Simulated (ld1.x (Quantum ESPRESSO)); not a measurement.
# Reading a pseudo-wave (V (Z = 23))

Columns: radius, all-electron u(r) and pseudo u(r) of the 3d shell (level -5.18 eV) of vanadium in the configuration [Ne] 3s2 3p6 3d3 4s2 4p0; PBEsol, scalar-relativistic, TM scheme, ld1.x (Quantum ESPRESSO) 7.5.

```json
{"r (bohr)": "0.130", "all-electron": "0.0719", "pseudo": "0.0182"}
{"r (bohr)": "0.260", "all-electron": "0.2746", "pseudo": "0.1275"}
{"r (bohr)": "0.390", "all-electron": "0.4869", "pseudo": "0.3433"}
{"r (bohr)": "0.520", "all-electron": "0.6491", "pseudo": "0.5926"}
{"r (bohr)": "0.650", "all-electron": "0.7517", "pseudo": "0.7789"}
{"r (bohr)": "0.780", "all-electron": "0.8017", "pseudo": "0.8599"}
{"r (bohr)": "0.910", "all-electron": "0.8129", "pseudo": "0.8579"}
{"r (bohr)": "1.040", "all-electron": "0.7982", "pseudo": "0.8184"}
{"r (bohr)": "1.170", "all-electron": "0.7677", "pseudo": "0.7723"}
{"r (bohr)": "1.300", "all-electron": "0.7282", "pseudo": "0.7285"}
{"r (bohr)": "1.430", "all-electron": "0.6844", "pseudo": "0.6844"}
{"r (bohr)": "1.560", "all-electron": "0.6392", "pseudo": "0.6392"}
{"r (bohr)": "1.690", "all-electron": "0.5945", "pseudo": "0.5945"}
{"r (bohr)": "1.820", "all-electron": "0.5515", "pseudo": "0.5515"}
{"r (bohr)": "1.950", "all-electron": "0.5108", "pseudo": "0.5108"}
{"r (bohr)": "2.080", "all-electron": "0.4727", "pseudo": "0.4727"}
{"r (bohr)": "2.210", "all-electron": "0.4373", "pseudo": "0.4373"}
{"r (bohr)": "2.340", "all-electron": "0.4044", "pseudo": "0.4044"}
{"r (bohr)": "2.470", "all-electron": "0.3740", "pseudo": "0.3740"}
{"r (bohr)": "2.600", "all-electron": "0.3459", "pseudo": "0.3459"}
{"r (bohr)": "2.730", "all-electron": "0.3198", "pseudo": "0.3198"}
{"r (bohr)": "2.860", "all-electron": "0.2957", "pseudo": "0.2957"}
{"r (bohr)": "2.990", "all-electron": "0.2734", "pseudo": "0.2734"}
{"r (bohr)": "3.120", "all-electron": "0.2527", "pseudo": "0.2527"}
{"r (bohr)": "3.250", "all-electron": "0.2335", "pseudo": "0.2335"}
{"r (bohr)": "3.380", "all-electron": "0.2157", "pseudo": "0.2157"}
```

**Question.** How many radial nodes do the two functions have?

**Answer.** The all-electron 3d function has n − l − 1 = 0; the pseudo-wave has 0.

**Question.** At about which radius was the pseudo-wave matched?

**Answer.** 1.45 bohr. The columns agree to 0.0005 from 1.30 bohr on; several derivatives are matched, so the curves merge somewhat inside the radius.

**Question.** Where does each function peak?

**Answer.** Outermost all-electron maximum near 0.91 bohr, pseudo maximum near 0.78 bohr (to the table’s step).

**Question.** Is the pseudo-wave norm-conserving?

**Answer.** Yes: the TM scheme keeps the norm inside the radius equal to the all-electron one, which fixes the energy derivative of the logarithmic derivative at the level.
